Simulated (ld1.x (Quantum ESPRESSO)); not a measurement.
# Building the ultrasoft potential for fluorine (F) (PW91, non-relativistic).

The input file (ld1.x (Quantum ESPRESSO) 7.5):

```
&input
   title='F', zed=9., rel=0, dft='PW91', iswitch=3,
   config='[He] 2s2 2p2 3d-2',
   nld=3, rlderiv=1.85, eminld=-9.0, emaxld=5.0, deld=0.04
 /
 &inputp
   pseudotype=3, tm=.true., lloc=-1, rcloc=1.15,
   nlcc=.true., new_core_ps=.true.,
   which_augfun='PSQ', rmatch_augfun=0.65,
   file_pseudopw='F.UPF', file_wfcaegen='ae.wfc', file_wfcncgen='nc.wfc', file_beta='beta', file_chi='chi', file_wfcusgen='us.wfc'
 /
5
2S  1  0   2.00   0.00  0.65  0.85  0.0
2S  1  0   0.00  -5.05  0.65  0.85  0.0
2P  2  1   2.00   0.00  1.50  1.70  0.0
2P  2  1   0.00  -4.05  1.50  1.70  0.0
3D  3  2  -2.00  -0.15  0.95  1.30  0.0
 &test
   configts(1)='2s2 2p2'
 /
```

Command:

```bash
ld1.x < F.in > F.out
```

Resulting log (shortened: banner, matrices, multipoles, cross overlaps and the repeated all-electron block are left out):

```
Program LD1 v.7.5

     !!!!!!!!!!!!!!!!!!! WARNING !!!!!!!!!!!!!!!!!!!!!!!
     Message from routine ld1_readin:
     US requires at least two energies per channel 3D
     !!!!!!!!!!!!!!!!!!!!!!!!!!!!!!!!!!!!!!!!!!!!!!!!!!!
     --------------------------- All-electron run ----------------------------

     F

     atomic number is  9.00
     dft =PW91   lsd =0 sic =0 latt =0  beta=0.20 tr2=1.0E-14
     Exchange-correlation= PW91
                           (   1   4   2   2   0   0   0)
     mesh =1105 r(mesh) =  99.76081 a.u. xmin = -7.00 dx = 0.01250
     1 Ry =  13.60569312 eV

     n l     nl                  e(Ry)          e(Ha)          e(eV)
     1 0     1S 1( 2.00)       -54.4744       -27.2372      -741.1625
     2 0     2S 1( 2.00)        -6.7021        -3.3510       -91.1865
     2 1     2P 1( 2.00)        -5.3596        -2.6798       -72.9210

     final scf error:  6.1E-15 reached in  15 iterations

     Etot =    -190.701017 Ry,     -95.350508 Ha,   -2594.619512 eV

     Ekin =     190.367519 Ry,      95.183760 Ha,    2590.082048 eV
     Encl =    -426.604698 Ry,    -213.302349 Ha,   -5804.252607 eV
     Eh   =      62.378207 Ry,      31.189103 Ha,     848.698738 eV
     Exc  =     -16.842045 Ry,      -8.421022 Ha,    -229.147691 eV

     normalization and overlap integrals

     s(1S/1S) =  1.000000  <r> =   0.1763  <r2> =    0.0419  r(max) =   0.1139
     s(2S/2S) =  1.000000  <r> =   0.8776  <r2> =    0.9122  r(max) =   0.7155
     s(2P/2P) =  1.000000  <r> =   0.8280  <r2> =    0.8494  r(max) =   0.6236

     ------------------------ End of All-electron run ------------------------

     --------------------- Generating US pseudopotential ---------------------

      Generating local potential from pseudized AE potential:
      Matching radius rcloc =   1.1500

      Local pseudo, rcloc= 1.136 Estimated cut-off energy=    17.65 Ry

      Computing core charge for nlcc:

       r > 0.31 : true rho core
      Core charge pseudized with two Bessel functions
      Integrated core pseudo-charge :   1.34
      Wfc-us  2S rcutus= 0.842  Estimated cut-off energy=    65.27 Ry
      Wfc-us  2S rcutus= 0.842  Estimated cut-off energy=    68.96 Ry
      Wfc-us  2P rcutus= 1.695  Estimated cut-off energy=    29.57 Ry
      Wfc-us  2P rcutus= 1.695  Estimated cut-off energy=    53.80 Ry
      Wfc-us  3D rcutus= 1.288  Estimated cut-off energy=    65.46 Ry

     Q pseudized with Bessel functions
     Expected ecutrho=     900.6069 due to l1=  2   l2=  2

     ------------------- End of pseudopotential generation -------------------

     Computing logarithmic derivative in   1.83867
     Computing logarithmic derivative in   1.83867
     Computing the partial wave expansion
     R is outside the sphere for l=    0 j= 0.00
     R is outside the sphere for l=    0 j= 0.00
     R is outside the sphere for l=    1 j= 0.00
     R is outside the sphere for l=    1 j= 0.00
     R is outside the sphere for l=    2 j= 0.00

     ---------------------- Testing the pseudopotential ----------------------

     F

     atomic number is  9.00   valence charge is  7.00
     dft =PW91   lsd =0 sic =0 latt =0  beta=0.20 tr2=1.0E-14
     mesh =1105 r(mesh) =  99.76081 xmin = -7.00 dx = 0.01250

     n l     nl             e AE (Ry)        e PS (Ry)    De AE-PS (Ry)
     1 0     2S   1( 2.00)       -6.70208       -6.70208        0.00000
     2 1     2P   1( 2.00)       -5.35960       -5.35960        0.00000

     eps = 3.5E-18  iter =  1

     Etot =    -190.701017 Ry,     -95.350508 Ha,   -2594.619512 eV
     Etotps =   -44.742378 Ry,     -22.371189 Ha,    -608.751071 eV

     Ekin =      10.506672 Ry,       5.253336 Ha,     142.950555 eV
     Encl =     -68.982584 Ry,     -34.491292 Ha,    -938.555870 eV
     Ehrt =      17.004128 Ry,       8.502064 Ha,     231.352949 eV
     Ecxc =     -10.829244 Ry,      -5.414622 Ha,    -147.339367 eV
     (Ecc =      -4.992025 Ry,      -2.496013 Ha,     -67.919962 eV)
     Epseu=       7.558649 Ry,       3.779325 Ha,     102.840661 eV

     ---------------------- End of pseudopotential test ----------------------
```

Generation and configuration tests took about 1.5 s on one core of a shared server CPU.
